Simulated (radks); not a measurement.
Results of a calculation; reference values are marked as such.
The mean radii <r> (bohr) of the occupied orbitals of an atom or ion are listed with their occupations. Code: a radial shooting solver on a logarithmic mesh with Libxc functionals. Model: scalar-relativistic Kohn-Sham, r2SCAN, spin-polarised, spherical densities, finite nucleus; meta-GGA in the generalised Kohn-Sham scheme; Fermi nuclear charge, rms radius of each element as measured or else 0.836 A^(1/3) + 0.57 fm.

| orbital | occ. | <r> |
|---|---|---|
| 1s up | 1 | 0.3283 |
| 1s down | 1 | 0.3275 |
| 2s up | 1 | 1.942 |
| 2s down | 1 | 1.987 |
| 2p up | 1 | 2.242 |

Name the element and its charge. Open shells, if any, are filled with parallel spins first.

Answer. Z = 5, boron, charge 0: B in [He] 2s2 2p1. The 1s radius gives Z: for a bare nucleus <r> = (2 gamma + 1)/(2Z) with gamma = sqrt(1 - (Z/c)^2), 0.2999 bohr for Z = 5, and screening makes it slightly larger (0.3283 here). The occupations add up to 5, and the charge is Z minus that.
